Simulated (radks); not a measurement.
I28+, configuration [Ar] 3d7. Calculated with a radial shooting solver on a logarithmic mesh with Libxc functionals: scalar-relativistic Kohn-Sham, BP86, spin-polarised, spherical densities, finite nucleus; open shells are filled with parallel spins first (spin-orbit coupling, left out, can overturn this in heavy ions); Fermi nuclear charge, rms radius 4.75 fm. Some entries of the table are withheld. Estimate them.

| orbital | occ. | eigenvalue (eV) | <r^2> (bohr^2) |
|---|---|---|---|
| 1s up | 1 | -34105.09 | 0.001004 |
| 1s down | 1 | -34105.00 | 0.001004 |
| 2s up | 1 | -6192.180 | 0.01607 |
| 2s down | 1 | -6183.733 | 0.01605 |
| 2p up | 3 | -5674.948 | 0.01270 |
| 2p down | 3 | -5668.518 | 0.01268 |
| 3s up | 1 | -2013.137 | 0.1038 |
| 3s down | 1 | -2003.655 | 0.1042 |
| 3p up | 3 | -1846.016 | 0.1018 |
| 3p down | 3 | -1836.286 | 0.1023 |
| 3d up | 5 | -1610.964 | 0.08416 |
| 3d down | 2 | -1599.155 | 0.08475 |
| 4s up | 0 | (1) | (2) |
| 4s down | 0 | (3) | (4) |
| 4p up | 0 | -897.6567 | 0.4289 |
| 4p down | 0 | -894.7172 | 0.4314 |
| 4d up | 0 | (5) | 0.4290 |
| 4d down | 0 | (6) | 0.4323 |
| 4f up | 0 | -723.5097 | 0.3685 |
| 4f down | 0 | -719.9612 | 0.3731 |

Answer. 
(1) 4s up eigenvalue (eV): -961.6849
(2) 4s up <r^2> (bohr^2): 0.4128
(3) 4s down eigenvalue (eV): -958.7157
(4) 4s down <r^2> (bohr^2): 0.4149
(5) 4d up eigenvalue (eV): -808.6315
(6) 4d down eigenvalue (eV): -805.4363
